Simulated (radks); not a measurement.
The cerium ion Ce4+, configuration [Xe] (the NIST ground configuration). Method: scalar-relativistic Kohn-Sham, SCAN, spin-polarised, spherical densities, finite nucleus; meta-GGA in the generalised Kohn-Sham scheme; Fermi nuclear charge, rms radius 4.8771 fm; computed with a radial shooting solver on a logarithmic mesh with Libxc functionals.

Unscreened Slater integrals over Kohn-Sham orbitals (cm^-1). They are taken over the spin-up orbitals.

F0(5p,5p): 120210
F2(5p,5p): 65506
F0(5p,5s): 126560
G1(5p,5s): 85994
F0(5p,4d): 148670
F2(5p,4d): 44588
G1(5p,4d): 12873
G3(5p,4d): 12611
F0(5p,4p): 150460
F2(5p,4p): 40919
G0(5p,4p): 8146.3
G2(5p,4p): 10609
F0(5s,5s): 134460
F0(5s,4d): 163410
G2(5s,4d): 18416
F0(5s,4p): 165680
G1(5s,4p): 12798
F0(4d,4d): 267950
F2(4d,4d): 136710
F4(4d,4d): 91554
F0(4d,4p): 279710
F2(4d,4p): 143820
G1(4d,4p): 182860
G3(4d,4p): 114460
F0(4p,4p): 293410
F2(4p,4p): 154380
